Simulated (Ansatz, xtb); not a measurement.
Relative energy of two isomers of C4H4ClF2N

Structure I is `N#C[C@H](CCl)C(F)F`, a singlet and structure II is `N#CCCC(F)(F)Cl`, a singlet. Both are isolated molecules in the gas phase, relaxed with B3LYP-D3(BJ)/def2-SVP; each stands in its lowest conformer found.

Q: Estimate E(II) − E(I) at the level CCSD(T)/def2-SVP + ΔMP2/def2-TZVPP.

A: Calculated at CCSD(T)/def2-SVP + ΔMP2/def2-TZVPP: E(II) − E(I) = −3.4 kcal/mol, so structure II lies lower.

Level by level:

```tsv
level	geometry	E(II) − E(I) (kcal/mol)	departure from the last row (kcal/mol)	job, with rough time for the two
GFN2-xTB	GFN2-xTB	−4.4	−1.0	optimisation, 0.12 s
HF/STO-3G	GFN2-xTB	−8.6	−5.2	single point, 0.36 s
r2SCAN-D4/def2-SVP	GFN2-xTB	−7.6	−4.2	single point, 3.8 s
B3LYP-D3(BJ)/def2-SVP	B3LYP-D3(BJ)/def2-SVP	−5.9	−2.5	optimisation, 33 s
HF/def2-SVP	B3LYP-D3(BJ)/def2-SVP	−2.6	+0.8	part of the CCSD(T) run
MP2/def2-SVP	B3LYP-D3(BJ)/def2-SVP	−5.0	−1.6	part of the CCSD(T) run
CCSD(T)/def2-SVP	B3LYP-D3(BJ)/def2-SVP	−4.6	−1.2	single point
CCSD(T)/def2-SVP + ΔMP2/def2-TZVPP	B3LYP-D3(BJ)/def2-SVP	−3.4		single point, 74 s
```

As drawn, both hold the same kinds of bond in the same numbers.

The levels shown agree on the order. The largest departure from CCSD(T)/def2-SVP + ΔMP2/def2-TZVPP is that of HF/STO-3G, 5.2 kcal/mol. The last row adds to CCSD(T) the change of the MP2 difference between the two basis sets, here +1.2 kcal/mol.

With thermal terms from frequencies at re-optimised GFN2-xTB minima (ideal gas, soft modes damped towards free rotors, one conformer each, 298.15 K, 1 atm): the zero-point term adds −0.1 kcal/mol; ΔH is −3.6 and ΔG −3.1 kcal/mol.

The correlated steps freeze 12 core orbitals. Mirror images aren't counted in ΔG. Codes used: Ansatz 0.2.0, xtb 6.7.1; the last row on 4 threads of Arm Neoverse V2 on a shared host.
